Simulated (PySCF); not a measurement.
`CS[Si@H](O)c1ccco1`, C₅H₈O₂SSi

Cartesian coordinates in Å; atom numbers follow the order of the lines, from 1:
```xyz
17

C     2.3958    1.3587    0.3030
S     2.4624   -0.1400   -0.7245
Si    0.9254   -1.3161    0.2218
O     0.6780   -2.6324   -0.6860
C    -0.7059   -0.4111    0.2616
C    -1.8766   -0.5620   -0.4318
C    -2.7611    0.4308    0.0426
C    -2.0698    1.1201    0.9913
O    -0.8327    0.6244    1.1309
H     3.1268    2.0518   -0.0995
H     2.6444    1.1072    1.3290
H     1.4021    1.7911    0.2501
H     1.3918   -1.6493    1.5653
H     1.3868   -3.0259   -1.1884
H    -2.0698   -1.2985   -1.1837
H    -3.7675    0.6096   -0.2763
H    -2.3373    1.9538    1.6108
```

Level of theory: PySCF 2.14.0, GIAO PBE0/pcSseg-1 magnetisability, rotational g tensor and spin-rotation constants, non-relativistic, gas phase. Geometry: GFN2-xTB.

**Question.** Give the nuclear spin-rotation constants along the inertial axes (H = +C I·J) beside the isotropic shieldings.

**Answer.** Rotational constants 1.8837, 0.8442, 0.6434 GHz. A star marks the isotopologue with that one atom substituted, in its own axes.
```
atom  isotope  Caa (kHz)  Cbb (kHz)  Ccc (kHz)  mean (kHz)  σ (ppm)
 H10       1H     -0.116     -0.042     -0.052      -0.070     29.8
 H11       1H     -0.198     -0.088      0.014      -0.090     29.6
 H12       1H      0.018     -0.084     -0.062      -0.043     29.6
 H13       1H     -0.145     -0.071      0.035      -0.060     25.7
 H14       1H     -0.049     -0.079     -0.079      -0.069     30.0
 H15       1H     -0.188      0.051     -0.036      -0.057     24.3
 H16       1H      0.118     -0.087     -0.043      -0.004     24.9
 H17       1H     -0.085      0.033     -0.056      -0.036     23.9
  C1     13C*      0.238      0.109      0.084       0.144    176.6
  S2     33S*      0.387      0.104      0.131       0.208    669.6
 Si3    29Si*     -1.218     -0.475     -0.404      -0.699    366.6
  O4     17O*     -0.095     -0.067     -0.047      -0.070    313.6
  C5     13C*      0.758      0.340      0.172       0.424     27.3
  C6     13C*      0.615      0.325      0.139       0.360     58.7
  C7     13C*      0.770      0.223      0.130       0.374     70.1
  C8     13C*      0.792      0.301      0.167       0.420     33.6
  O9     17O*     -0.724     -0.286     -0.127      -0.379     22.0
```
For the geometry as given, no vibrational averaging.
